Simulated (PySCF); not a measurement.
GaP at PBE0

Level: PBE0. PySCF, scalar-relativistic core potentials, basis sets Ga cc-pVTZ-PP with ECP10, P cc-pV(T+d)Z.

For GaP, the state is ³Σ⁻ (triplet), unpaired electrons π ↑↑, the bond length is 2.459 Å and the harmonic wavenumber is 291 cm⁻¹. The force constant is 1.07 mdyn/Å. The rotational constant Be is 0.1304 cm⁻¹ and the anharmonicity ωexe is 0.973 cm⁻¹. The vibration–rotation constant αe is 0.000685 cm⁻¹, the well depth De to Ga + P is 2.14 eV and the dissociation energy D0 is 2.12 eV. The bond order (Mayer) is 1.08. The dipole moment (positive dipole means Ga(−)P(+)) is -1.46 D.

Spin–orbit coupling is left out. The state was picked by a PBE0 search and need not be the measured ground state.
